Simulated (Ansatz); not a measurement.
Mulliken charges of C2H2AlF (`FC#[C][AlH2]`) from r2SCAN/def2-TZVPP in Ansatz (PBE0-D4/def2-TZVP geometry).

| atom | x (Å) | y (Å) | z (Å) | charge (e) |
| --- | --- | --- | --- | --- |
| F1 | 2.376 | 1.687 | 0.936 | -0.120 |
| C2 | 1.395 | 0.987 | 0.546 | 0.290 |
| C3 | 0.459 | 0.318 | 0.173 | -0.544 |
| Al4 | -1.004 | -0.736 | -0.411 | 0.688 |
| H5 | -1.082 | -1.155 | -1.932 | -0.157 |
| H6 | -2.103 | -1.165 | 0.641 | -0.157 |

By hand: the dipole of these point charges (1 e Å = 4.8032 D).

Σ q r = (-0.321, -0.231, -0.128) e Å, of length 0.416 e Å = 2.00 D.

How does the dipole of the full density compare? (Estimate.)

Ansatz gave: (0.064, 0.045, 0.025) e Å, 0.39 D; the point charges give 5.13 times that, at 179° from its direction, so they point the opposite way.

Point charges leave out the atoms' own dipoles, such as those of lone pairs, and Mulliken's split depends on the basis, so the two needn't agree.
